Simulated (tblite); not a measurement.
Record of a relaxation.

C₅H₁₄GeSe.
Bonds: C1–C2, C2–Ge3, Ge3–C4, C4–C5, C5–Se6, Se6–C7. Hydrogens: H8, H9, H10 on C1; H11, H12 on C2; H13, H14 on Ge3; H15, H16 on C4; H17, H18 on C5; H19, H20, H21 on C7.

Computed with GFN2-xTB (tblite), gas phase: L-BFGS steps from a force-field or distance-geometry start until the largest atomic force falls under 0.01 eV/Å. 4 of its 229 geometries are shown.

Step 0: E = -622.8264 eV, largest atomic force 2.043 eV/Å
```
atom  x, y, z in Å  |  force x, y, z in eV/Å
C1     -2.689    0.906    0.324   -1.313   1.563  -0.081
C2     -2.528   -0.559    0.562   -0.752  -0.687   0.926
Ge3    -1.004   -1.338   -0.340    0.341  -1.054   0.125
C4      0.136    0.001   -1.183    0.793  -0.530  -0.275
C5      0.942    0.788   -0.160   -0.743   0.394  -0.224
Se6     2.036   -0.496    0.804    0.215  -0.745   0.495
C7      3.918   -0.010    0.770    0.554   1.075  -0.096
H8     -2.186    1.540    1.077   -0.106  -0.408  -0.452
H9     -2.371    1.224   -0.681   -0.067  -0.124   0.374
H10    -3.786    1.135    0.396    0.894   0.158  -0.026
H11    -2.458   -0.720    1.662   -0.171  -0.121  -0.675
H12    -3.440   -1.082    0.200    0.486   0.213   0.355
H13    -0.147   -2.068    0.718   -0.398  -0.029  -0.525
H14    -1.512   -2.307   -1.413    0.240   0.115   0.239
H15    -0.398    0.632   -1.894    0.096   0.107   0.063
H16     0.890   -0.593   -1.732   -0.352   0.309  -0.285
H17     0.253    1.231    0.594    0.629   0.157  -0.492
H18     1.548    1.517   -0.708    0.056   0.127   0.550
H19     4.162    0.568   -0.159   -0.216  -0.418   0.849
H20     4.125    0.588    1.694    0.067  -0.395  -0.901
H21     4.501   -0.940    0.777   -0.252   0.294   0.056
```

Step 76: E = -623.4474 eV, largest atomic force 0.053 eV/Å
```
atom  x, y, z in Å  |  force x, y, z in eV/Å
C1     -2.800    0.962    0.218   -0.016   0.020  -0.026
C2     -2.563   -0.498    0.583   -0.011   0.019   0.009
Ge3    -1.116   -1.376   -0.469   -0.005   0.026   0.018
C4      0.268   -0.083   -1.064   -0.037  -0.029  -0.023
C5      1.063    0.508    0.082   -0.029  -0.005  -0.020
Se6     2.242   -0.818    0.954    0.021   0.024   0.014
C7      3.923    0.147    0.698    0.019   0.028   0.003
H8     -1.921    1.569    0.430   -0.006  -0.024  -0.003
H9     -3.030    1.060   -0.842   -0.015  -0.006  -0.004
H10    -3.635    1.370    0.786    0.015  -0.007  -0.014
H11    -2.319   -0.575    1.643    0.027   0.016   0.009
H12    -3.488   -1.058    0.437    0.010  -0.029  -0.001
H13    -0.490   -2.459    0.366    0.019  -0.037  -0.033
H14    -1.662   -2.039   -1.709   -0.030  -0.003  -0.001
H15    -0.230    0.723   -1.611    0.013   0.028   0.030
H16     0.942   -0.569   -1.771    0.012  -0.014   0.011
H17     0.402    0.896    0.858    0.001   0.038   0.020
H18     1.724    1.308   -0.257    0.007   0.008   0.005
H19     4.147    0.209   -0.364    0.014  -0.034   0.003
H20     3.832    1.143    1.124   -0.002  -0.007   0.034
H21     4.702   -0.405    1.216   -0.007  -0.014  -0.031
```

Step 152: E = -623.5214 eV, largest atomic force 0.268 eV/Å
```
atom  x, y, z in Å  |  force x, y, z in eV/Å
C1     -3.108    0.645    0.105    0.064  -0.027  -0.104
C2     -2.202   -0.421    0.713   -0.057   0.017  -0.015
Ge3    -0.909   -1.145   -0.602    0.047  -0.115   0.038
C4      0.498    0.194   -1.001    0.027   0.035  -0.012
C5      1.016    0.900    0.235    0.092   0.010   0.002
Se6     1.899   -0.325    1.505    0.147   0.016  -0.122
C7      3.688   -0.274    0.683   -0.025   0.155  -0.082
H8     -2.528    1.427   -0.391    0.011  -0.054   0.103
H9     -3.751    0.192   -0.649   -0.025   0.044   0.056
H10    -3.730    1.115    0.865   -0.028  -0.032  -0.010
H11    -1.648   -0.014    1.562    0.017   0.008  -0.032
H12    -2.805   -1.240    1.107   -0.047   0.019   0.001
H13    -0.295   -2.427   -0.109    0.005   0.005   0.015
H14    -1.568   -1.494   -1.912   -0.049   0.015   0.004
H15     0.087    0.929   -1.697    0.005   0.101   0.030
H16     1.318   -0.294   -1.530    0.040   0.001   0.033
H17     0.213    1.393    0.788   -0.005  -0.087  -0.026
H18     1.779    1.647    0.005   -0.011   0.071  -0.094
H19     3.631   -0.544   -0.376   -0.071   0.005   0.258
H20     4.091    0.739    0.790   -0.078  -0.241  -0.007
H21     4.314   -0.986    1.217   -0.058   0.055  -0.037
```

Step 228: E = -623.5966 eV, largest atomic force 0.010 eV/Å
```
atom  x, y, z in Å  |  force x, y, z in eV/Å
C1     -2.944    0.525    0.181   -0.004   0.002   0.003
C2     -2.008   -0.541    0.734   -0.009   0.001   0.005
Ge3    -0.617   -1.068   -0.574   -0.001  -0.004  -0.001
C4      0.567    0.463   -1.042    0.000   0.000   0.002
C5      0.983    1.279    0.164    0.000   0.004  -0.001
Se6     1.713    0.190    1.627   -0.001  -0.004   0.002
C7      3.208   -0.607    0.664   -0.001  -0.004  -0.001
H8     -2.395    1.429   -0.078    0.004   0.004   0.000
H9     -3.442    0.165   -0.717   -0.005  -0.003   0.000
H10    -3.707    0.792    0.912    0.004  -0.006   0.000
H11    -1.520   -0.177    1.640    0.003   0.000   0.001
H12    -2.583   -1.423    1.019    0.001   0.000  -0.003
H13     0.191   -2.240   -0.081    0.003   0.004  -0.001
H14    -1.252   -1.535   -1.862   -0.001   0.000   0.000
H15     0.045    1.118   -1.744   -0.001   0.001   0.000
H16     1.449    0.090   -1.565   -0.001   0.002  -0.004
H17     0.125    1.787    0.609    0.001   0.002  -0.004
H18     1.738    2.030   -0.087    0.004  -0.002  -0.003
H19     2.835   -1.325   -0.063   -0.001  -0.001  -0.005
H20     3.774    0.182    0.175    0.002   0.003   0.005
H21     3.831   -1.114    1.396    0.004   0.002   0.008
```

Task: Summarise the path.

Result: The energy falls by 17.76 kcal/mol from step 0 to step 228; nine tenths of that is first reached at step 152. It falls at every step. The largest force goes from 2.043 to 0.010 eV/Å. Among the bonds C2–Ge3 changes most, from 1.935 to 1.981 Å; the atoms move by 1.044 Å rms after alignment.

Task: Follow the three bonds and two angles with the largest change from start to end.

Result: 
```csv
step,E above end (kcal/mol),largest force (eV/Å),C2–Ge3 (Å),Ge3–C4 (Å),Ge3–H13 (Å),C5–Se6–C7 (°),C4–C5–Se6 (°)
0,17.76,2.043,1.935,1.950,1.545,111.8,106.9
10,8.42,0.302,2.013,1.999,1.514,106.9,108.5
20,6.27,0.175,2.008,1.993,1.503,101.0,114.3
30,5.46,0.177,2.004,1.984,1.503,98.4,112.6
40,4.84,0.146,2.002,1.991,1.506,97.9,111.6
50,4.24,0.126,1.990,1.989,1.505,100.0,113.1
59,3.94,0.127,1.996,1.994,1.507,99.6,112.7
69,3.61,0.093,1.994,1.989,1.504,97.9,112.8
79,3.39,0.073,1.994,1.986,1.501,97.0,112.8
89,3.20,0.097,1.991,1.987,1.503,97.4,113.1
99,2.96,0.102,1.987,1.984,1.504,98.0,113.1
109,2.79,0.061,1.983,1.986,1.505,98.0,112.9
119,2.54,0.069,1.986,1.988,1.507,98.0,113.0
129,2.41,0.036,1.986,1.986,1.505,97.7,113.0
139,2.32,0.091,1.987,1.994,1.506,97.6,112.9
149,1.98,0.158,1.980,1.993,1.500,97.1,112.9
159,1.17,0.111,1.988,1.996,1.507,97.2,112.8
169,0.41,0.125,1.982,1.993,1.500,99.1,113.5
178,0.13,0.039,1.983,1.990,1.506,99.0,113.6
188,0.10,0.016,1.982,1.991,1.506,98.3,113.4
198,0.05,0.034,1.983,1.991,1.506,98.2,113.5
208,0.03,0.025,1.981,1.990,1.506,98.3,113.5
218,0.01,0.017,1.981,1.990,1.506,98.2,113.4
228,0.00,0.010,1.981,1.990,1.507,98.3,113.3
```

The cost below is that of the whole relaxation. On one thread of an Arm Neoverse N1, shared host, this took 3.2 s.
